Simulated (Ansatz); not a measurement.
Molecule: C₄H₉O₂, charge 0, multiplicity 2. It need not be the lowest isomer of its formula. 
Geometry from a B3LYP-D3(BJ)/def2-TZVP (Ansatz, an electronic-structure program) optimisation:
```
C
O 1 1.3583
O 1 1.3783 2 111.71
C 3 1.4186 1 116.08 2 166.42
H 4 1.0882 3 106.60 1 -169.77
H 4 1.0936 5 108.94 3 120.58
H 4 1.0938 5 109.60 6 119.44
C 2 1.4259 1 116.43 3 -47.48
H 8 1.0878 2 106.07 1 -172.05
H 8 1.0900 9 109.88 2 120.38
H 8 1.0935 9 109.80 10 120.26
C 1 1.4941 2 112.44 8 176.38
H 12 1.0886 1 109.46 2 -49.02
H 12 1.0893 13 108.38 1 121.75
H 12 1.0997 13 108.28 14 117.12
```
Charge 0, spin multiplicity 2.

Computed values are from Ansatz. Correlated levels leave the core frozen unless marked. UHF or UKS for open shells. Spin-orbit coupling is left out. Non-relativistic. Basis-set limits of correlation are two-point, X^-3; Hartree-Fock from the larger set. The bracket is a focal-point correction in the basis named.

### Question
What is the total energy at RI-MP2/CBS(cc-pVTZ,cc-pVQZ)+[CCSD(T)-MP2]/cc-pVTZ?

### Answer
-307.8804 Eh.

### Question
What is the atomisation energy De at RI-MP2/CBS(cc-pVTZ,cc-pVQZ)+[CCSD(T)-MP2]/cc-pVTZ?

### Answer
1384.7 kcal/mol.

### Question
What is the T1 diagnostic at CCSD/cc-pVTZ?

### Answer
0.015.

### Question
What is the dipole moment at CCSD(T)/aug-cc-pVDZ?

### Answer
1.32 D.
